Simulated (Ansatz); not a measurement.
System: disilanyl(ethynyl)silane, C$_{2}$H$_{8}$Si$_{3}$ (charge 0, singlet). 
Coordinates optimised at B3LYP-D3(BJ)/def2-TZVP (Ansatz, a quantum-chemistry and plane-wave program):
SMILES: C#C[SiH2][SiH2][SiH3]
```xyz
13

C      1.3209     2.4505     1.1530
C      1.4700     1.4185     0.5468
Si     1.5991    -0.1700    -0.3454
Si    -0.3644    -1.3815     0.0718
Si    -2.2232    -0.0333    -0.3981
H      1.1973     3.3635     1.6849
H      1.7299     0.1073    -1.7951
H      2.8113    -0.8872     0.1139
H     -0.3893    -1.8045     1.4950
H     -0.3842    -2.6004    -0.7782
H     -3.4852    -0.7995    -0.2535
H     -2.1321     0.4717    -1.7898
H     -2.2545     1.1219     0.5288
```
Charge 0, spin multiplicity 1.

Wanted: atomisation energy (electronic, to ground-state atoms), in kcal/mol. Correlated levels leave the core frozen unless marked. UHF or UKS for open shells. No spin-orbit coupling. Non-relativistic. The coupled-cluster limit lacks core correlation, which all-electron functionals hold. Basis-set limits of correlation are two-point, X^-3; Hartree-Fock from the larger set.

```tsv
level	program	atomisation energy (kcal/mol)
PBE-D4/def2-TZVPD	Ansatz + dftd4	(withheld)
BHLYP-D4/def2-TZVPD	Ansatz + dftd4	(withheld)
r2SCANh-D4/def2-TZVPD	Ansatz + dftd4	1041.8
LC-wPBE-D4/def2-TZVPD	Ansatz + dftd4	1041.8
wB97M-V/def2-TZVPD	Ansatz	1044.6
B2PLYP-D4/def2-TZVPD	Ansatz + dftd4	1034.3
SCS-MP2/aug-cc-pV(T+d)Z	Ansatz	1032.9
CCSD(T)/CBS(cc-pV(T+d)Z,cc-pV(Q+d)Z)	Ansatz	(withheld)
```

What belongs in the gaps?


- PBE-D4/def2-TZVPD, atomisation energy (kcal/mol): 1049.0
- BHLYP-D4/def2-TZVPD, atomisation energy (kcal/mol): 1028.1
- CCSD(T)/CBS(cc-pV(T+d)Z,cc-pV(Q+d)Z), atomisation energy (kcal/mol): 1048.1
